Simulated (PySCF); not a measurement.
# Tl2: energy against distance

Set-up: Tl cc-pVDZ-PP with ECP60; scalar-relativistic core potentials (PySCF 2.14). Energies in eV from Tl + Tl in their ground configurations at the same level. State: ³Πu (triplet), unpaired electrons σ ↑, π ↑.

| R (Å) | UHF-CCSD(T) | UHF-CCSD |
| --- | --- | --- |
| 2.836 | -0.7790 | -0.7213 |
| 2.962 | -0.9109 | -0.8540 |
| 3.057 | -0.9577 | -0.9010 |
| 3.151 | -0.9725 | -0.9157 |
| 3.245 | -0.9639 | -0.9065 |
| 3.372 | -0.9267 | -0.8678 |
| 3.529 | -0.8540 | -0.7919 |
| 3.718 | -0.7467 | -0.6785 |

Put a parabola through the three lowest points of the UHF-CCSD(T) curve and estimate Re, k and ωe (reduced mass 102.5 u; 1 eV/Å² = 0.16022 mdyn/Å; ωe = 1302.8·√(k/μ) cm⁻¹).

Through R = 3.057, 3.151, 3.245 Å the second-order coefficient is 1.32 eV/Å², so Re ≈ 3.163 Å, k ≈ 0.424 mdyn/Å and ωe ≈ 84 cm⁻¹. A polynomial fit of higher order to the unrounded UHF-CCSD(T) energies gives Re = 3.159 Å, k = 0.407 mdyn/Å, ωe = 82.1 cm⁻¹; anharmonicity and rounding make the difference.

The higher-order fit for each curve: UHF-CCSD(T): Re = 3.159 Å, ωe = 82.1 cm⁻¹, De = 0.97 eV; UHF-CCSD: Re = 3.157 Å, ωe = 83.1 cm⁻¹, De = 0.92 eV.

Correlated steps freeze 8 core orbitals. Correlated levels converge slowly with the basis: in double zeta they bind strong bonds too weakly, by up to about 1 eV, and carry superposition errors of some tenths. These are scalar-relativistic numbers at best; spin–orbit coupling would shift them, the dissociation energy most. The state is the lowest determinant that a PBE0 search found; another state may lie lower at other levels.
